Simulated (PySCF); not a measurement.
Species: C₅H₇N₃O.
SMILES: `CC(=O)C1=NN=CN1C`

Torsions of this conformer, `[CH3:1][C:2](=[O:3])[c:4]1[n:5][n:6][cH:7][n:8]1[CH3:9]`: C1–C2–C4–N5 0°.

The closed-shell ground state was solved at several levels (PySCF, density fitting, gas phase, non-relativistic). One conformer (not necessarily the lowest) at the GFN2-xTB geometry, without solvent, vibrations or thermal averaging.

| level | basis functions | total energy (Eh) | HOMO (eV) | LUMO (eV) | gap (eV) | dipole (D) |
| --- | --- | --- | --- | --- | --- | --- |
| PBE0/pcSseg-1 | 188 | -433.6662 | -7.55 | -1.75 | 5.80 | 3.34 |
| CAM-B3LYP/def2-SVPD | 239 | -433.7080 | -9.01 | -0.73 | 8.28 | 3.19 |

(1) What might PBE0/def2-SVPD (239 basis functions) give for the same quantities?

(2) Over all these levels, which gives the widest orbital gap and which the narrowest?

(3) How far do the dipole and the HOMO energy spread over the levels?

## Answers

(1) Total energy -433.4227 Eh, HOMO -7.54 eV, LUMO -1.84 eV, gap 5.70 eV, dipole 3.17 D.

(2) CAM-B3LYP/def2-SVPD (range-separated hybrid) has the widest, 8.28 eV, and PBE0/def2-SVPD (global hybrid, 25 % exact exchange) the narrowest, 5.70 eV. The two share the basis. From the narrowest to the widest the HOMO moves by -1.47 eV and the LUMO by +1.11 eV.

(3) The dipole runs from 3.17 to 3.34 D (mean 3.24 D) and the HOMO from -9.01 to -7.54 eV.
